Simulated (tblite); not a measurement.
Species: C6H7N2 (doublet state).
SMILES with atom numbers: `[CH2:1]=[C:2]([CH:3]=[N:4])[CH2:5][CH2:6][C:7]#[N:8]` (hydrogens: H9, H10 on C1; H11 on C3; H12, H13 on C5; H14, H15 on C6)
Bond orders are those of one Lewis drawing.

Computed with GFN2-xTB (tblite), gas phase: L-BFGS steps from a force-field or distance-geometry start until the largest atomic force falls under 0.01 eV/Å.

Step 51: E = -601.1023 eV
```
atom  x, y, z in Å  |  force x, y, z in eV/Å
C1      0.9678    1.6410    0.0727    0.017   0.017  -0.008
C2      0.8317    0.3258   -0.0251   -0.022  -0.036   0.011
C3      1.4827   -0.5767    0.9561    0.017  -0.039   0.028
N4      1.1601   -1.7313    1.2096    0.006   0.047   0.002
C5     -0.0669   -0.3549   -1.0149   -0.058  -0.025  -0.002
C6     -1.2936   -0.9290   -0.2846   -0.056   0.014  -0.002
C7     -2.0114    0.1524    0.3400   -0.023  -0.033  -0.046
N8     -2.5507    1.0562    0.7868   -0.005  -0.045   0.044
H9      1.5815    2.1037    0.8254    0.044   0.012   0.018
H10     0.4395    2.3091   -0.5851    0.003   0.013  -0.042
H11     2.3091   -0.0859    1.4913   -0.023  -0.028  -0.008
H12     0.4574   -1.1767   -1.5067    0.044   0.006   0.025
H13    -0.3907    0.3612   -1.7729    0.010   0.018   0.002
H14    -1.9553   -1.4360   -0.9923    0.004  -0.012   0.033
H15    -0.9657   -1.6507    0.4777    0.041   0.090  -0.054
```

Step 52: E = -601.1035 eV
```
atom  x, y, z in Å  |  force x, y, z in eV/Å
C1      0.9693    1.6424    0.0707    0.014   0.014  -0.015
C2      0.8322    0.3273   -0.0278   -0.048  -0.025   0.046
C3      1.4764   -0.5746    0.9585    0.049  -0.043   0.010
N4      1.1463   -1.7263    1.2153    0.003   0.045   0.014
C5     -0.0665   -0.3546   -1.0166   -0.048  -0.017   0.002
C6     -1.2937   -0.9294   -0.2879   -0.047   0.000   0.009
C7     -2.0102    0.1494    0.3430    0.009  -0.076  -0.074
N8     -2.5448    1.0506    0.7997   -0.034  -0.005   0.058
H9      1.5818    2.1046    0.8246    0.045   0.010   0.015
H10     0.4425    2.3102   -0.5884    0.004   0.020  -0.045
H11     2.3094   -0.0883    1.4888   -0.041  -0.032  -0.008
H12     0.4621   -1.1755   -1.5049    0.028  -0.002   0.008
H13    -0.3918    0.3597   -1.7748    0.018   0.030  -0.016
H14    -1.9545   -1.4376   -0.9966    0.015   0.005   0.054
H15    -0.9629   -1.6499    0.4745    0.034   0.077  -0.059
```

Step 53: E = -601.1052 eV
```
atom  x, y, z in Å  |  force x, y, z in eV/Å
C1      0.9734    1.6445    0.0659    0.003   0.013  -0.014
C2      0.8306    0.3297   -0.0301   -0.065   0.007   0.081
C3      1.4667   -0.5703    0.9639    0.048  -0.074  -0.014
N4      1.1198   -1.7153    1.2299    0.016   0.064   0.024
C5     -0.0673   -0.3536   -1.0191   -0.007   0.000   0.005
C6     -1.2949   -0.9312   -0.2948   -0.017   0.002   0.007
C7     -2.0079    0.1419    0.3482   -0.010  -0.033  -0.043
N8     -2.5344    1.0376    0.8253   -0.026  -0.031   0.027
H9      1.5844    2.1069    0.8217    0.036   0.000  -0.004
H10     0.4490    2.3114   -0.5963    0.013   0.026  -0.042
H11     2.3111   -0.0917    1.4834   -0.057  -0.038  -0.004
H12     0.4709   -1.1725   -1.5005   -0.007  -0.008  -0.022
H13    -0.3928    0.3591   -1.7786    0.033   0.027  -0.025
H14    -1.9548   -1.4373   -1.0058    0.016   0.006   0.069
H15    -0.9581   -1.6512    0.4652    0.025   0.039  -0.045
```

Step 54: E = -601.1063 eV
```
atom  x, y, z in Å  |  force x, y, z in eV/Å
C1      0.9776    1.6457    0.0635   -0.009   0.012  -0.012
C2      0.8279    0.3312   -0.0279   -0.060   0.040   0.070
C3      1.4647   -0.5683    0.9661    0.034  -0.028  -0.041
N4      1.1122   -1.7101    1.2346   -0.001  -0.013   0.046
C5     -0.0693   -0.3524   -1.0182    0.031   0.020   0.003
C6     -1.2984   -0.9315   -0.2988    0.024  -0.002   0.001
C7     -2.0116    0.1370    0.3490    0.008  -0.056  -0.041
N8     -2.5367    1.0274    0.8363   -0.062   0.026   0.047
H9      1.5913    2.1077    0.8183    0.022  -0.006  -0.024
H10     0.4543    2.3118   -0.6010    0.025   0.025  -0.027
H11     2.3130   -0.0930    1.4802   -0.040  -0.025   0.008
H12     0.4762   -1.1708   -1.4927   -0.037  -0.006  -0.045
H13    -0.3918    0.3595   -1.7798    0.041   0.017  -0.024
H14    -1.9575   -1.4363   -1.0106    0.015  -0.006   0.060
H15    -0.9563   -1.6499    0.4591    0.009   0.004  -0.022
```

**Question.** Estimate the geometry and energy of step 55. (The exact step hangs on the optimiser's Hessian estimate; all steps are aligned on step 54, rigid shifts and turns removed.)

**Answer.** E = -601.1071 eV, largest force 0.086 eV/Å
```
atom  x, y, z in Å  |  force x, y, z in eV/Å
C1      0.9812    1.6481    0.0589   -0.015   0.009  -0.003
C2      0.8237    0.3342   -0.0258   -0.033   0.037   0.045
C3      1.4588   -0.5651    0.9704   -0.031  -0.078  -0.019
N4      1.0910   -1.6999    1.2515    0.036   0.052   0.024
C5     -0.0698   -0.3509   -1.0190    0.044   0.028  -0.003
C6     -1.2991   -0.9342   -0.3041    0.039   0.024  -0.006
C7     -2.0091    0.1290    0.3546   -0.053   0.053   0.039
N8     -2.5303    1.0149    0.8565   -0.007  -0.073  -0.019
H9      1.5960    2.1098    0.8136    0.011  -0.007  -0.038
H10     0.4608    2.3134   -0.6094    0.034   0.022  -0.015
H11     2.3150   -0.0947    1.4747   -0.035  -0.033   0.012
H12     0.4814   -1.1683   -1.4898   -0.049   0.003  -0.055
H13    -0.3905    0.3604   -1.7826    0.046   0.005  -0.011
H14    -1.9598   -1.4314   -1.0183    0.007  -0.026   0.045
H15    -0.9538   -1.6573    0.4470    0.007  -0.015   0.002
```

The energy changes by -0.0008 eV. The first-order estimate −F·Δx gives -0.0013 eV and the mean of the old and new forces, exact on a quadratic surface, -0.0008 eV. The step makes an angle of 83° with the force vector and moves no atom by more than 0.029 Å.

The cost below is that of the whole relaxation. Time: 0.42 s of wall time. Hardware: one thread, Arm Neoverse V2 (aarch64), no GPU, on a shared host.
